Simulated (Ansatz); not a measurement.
Reaction (hydrogen abstraction from the Si–H bond): `O=C=N[SiH3]` + Cl• → `O=C=N[SiH2]`• + HCl

Isolated molecules relaxed with PBE0-D4/def2-TZVP in Ansatz; ΔE leaves out vibrations. CCSD(T)/CBS adds triple-zeta CCSD(T) − MP2 to the extrapolated MP2 energy (def2 sets, frozen cores). This one scheme is used for every species, atoms too. DFT in def2-TZVPP. No spin–orbit coupling; open shells (•) take unrestricted orbitals. Spin–orbit coupling would lower the free atoms: a little for Cl.

CCSD(T)/CBS gives -9.9 kcal/mol.

Task: Another level gave -16.5 kcal/mol. Which?
A. revPBE-D4/def2-TZVPP
B. PBE-D4/def2-TZVPP
C. BLYP/def2-TZVPP
D. r2SCAN/def2-TZVPP

Result: B. PBE-D4 -16.5, revPBE-D4 -15.4, BLYP -12.3, r2SCAN -14.4 kcal/mol.

Largest T1 diagnostic among the species: 0.018.

Leaving LDA and LC-ωPBE aside and taking each functional with its dispersion term where it has one, the values, not all of them listed here, spread over 10.2 kcal/mol, from PBE-D4 to BHLYP-D4. LDA lies −4.8 kcal/mol from PBE without D4. From BLYP to BHLYP (50 % exact exchange), in def2-TZVPP and without D4, ΔE moves by +6.1 kcal/mol. At CCSD(T), def2-SVP lies +4.4 kcal/mol from the extrapolated value and def2-TZVPP +1.2 kcal/mol.

CCSD(T)/CBS has its own doubt, a few kJ/mol and more with outer-core shells, so smaller differences from it don't rank the levels.
